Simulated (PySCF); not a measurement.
Simulated outer-valence photoelectron spectrum of `[B@H-](Cl)([NH3+])P`. Method: EOM-IP-CCSD/aug-cc-pVDZ in PySCF, restricted Hartree–Fock reference, 12 core orbitals frozen, non-relativistic, gas phase, PBE0-D3(BJ)/def2-SVP geometry.

Each root has a Gaussian of 0.4 eV full width with its one-hole share as area; cross sections and vibrations are left out, and the highest printed point is 100.

(ionisation energy (eV), intensity): (8.0, 0), (8.2, 9), (8.4, 59), (8.6, 100), (8.8, 43), (9.0, 5), (9.2, 0), (9.4, 0), (9.6, 0), (9.8, 10), (10.0, 63), (10.2, 100), (10.4, 58), (10.6, 86), (10.8, 87), (11.0, 24), (11.2, 16), (11.4, 74), (11.6, 96), (11.8, 65), (12.0, 99), (12.2, 65), (12.4, 12), (12.6, 21), (12.8, 83), (13.0, 84), (13.2, 22), (13.4, 3), (13.6, 23), (13.8, 86), (14.0, 80), (14.2, 18), (14.4, 1), (14.6, 0), (14.8, 0), (15.0, 0), (15.2, 0), (15.4, 0), (15.6, 0), (15.8, 0), (16.0, 0), (16.2, 0), (16.4, 0), (16.6, 0), (16.8, 0), (17.0, 6), (17.2, 45), (17.4, 93), (17.6, 47), (17.8, 6), (18.0, 0)

Q: Where are the maxima, and how many lines lie under the curve?

A: 8 maxima, at 8.6, 10.2, 10.7, 11.5, 12.0, 12.9, 13.9 and 17.4 eV, from 8 lines.

Q: List the lines with their holes.

A: 
```tsv
E (eV)	leading hole (HF orbital)	area	Koopmans (eV)
8.58	HOMO	0.96	9.02
10.16	HOMO-1	0.95	10.91
10.71	HOMO-2	0.95	11.58
11.53	HOMO-3	0.95	12.46
12.04	HOMO-4	0.95	12.90
12.90	HOMO-5	0.94	13.83
13.89	HOMO-6	0.94	15.16
17.40	HOMO-7	0.88	19.42
```

The widest gap, 3.51 eV, lies between 13.89 and 17.40 eV. Only orbitals with −ε under 21 eV, eight at most, were ionised, so the high end of the curve may lack lines.

Shape of the structure used: `[NH3+:1][B@@H-:2]([PH2:3])[Cl:4]`: H–P3–B2–N1 90°, H–P3–B2–N1 -174°.

One conformer stands for the species.
